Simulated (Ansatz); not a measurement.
One change: `[F][Al]([SH])[SH]` becomes `[F][AlH][SH]`.

Ansatz, PBE0-D4/def2-TZVP geometries, multiplicity 1. Each molecule was computed in one conformer, which needn't be the lowest.

```
                                                                                  property  `[F][Al]([SH])[SH]`
                                                     HOMO–LUMO gap (B3LYP/def2-TZVPP) / eV                 6.54
ideal-gas entropy at 298 K and 1 bar (rigid rotor, harmonic PBE0-D4/def2-TZVP) / J/(mol·K)                  334
                                                         LUMO energy (PBE/def2-TZVPP) / eV                -1.65
                                            size of the dipole moment (PBE/def2-TZVPP) / D                 0.35
                                                       HOMO energy (B3LYP/def2-TZVPP) / eV                -7.62
                                        size of the dipole moment (ωB97M-V/def2-TZVPP) / D                 0.39
```

Task: Give the same properties after the change, and the shifts. (Estimate.)

Result: Ansatz gave: 
```tsv
property	`[F][AlH][SH]`	shift
HOMO–LUMO gap (B3LYP/def2-TZVPP) / eV	6.63	0.09
ideal-gas entropy at 298 K and 1 bar (rigid rotor, harmonic PBE0-D4/def2-TZVP) / J/(mol·K)	292	-42
LUMO energy (PBE/def2-TZVPP) / eV	-1.72	-0.07
size of the dipole moment (PBE/def2-TZVPP) / D	1.79	1.44
HOMO energy (B3LYP/def2-TZVPP) / eV	-7.81	-0.19
size of the dipole moment (ωB97M-V/def2-TZVPP) / D	1.82	1.43
```

The zero-point energy changes by -7.5 kJ/mol with -3 modes. Dipoles are sizes alone; their direction can turn.

B3LYP here is the variant with VWN-RPA as its local correlation; programs differ in this.
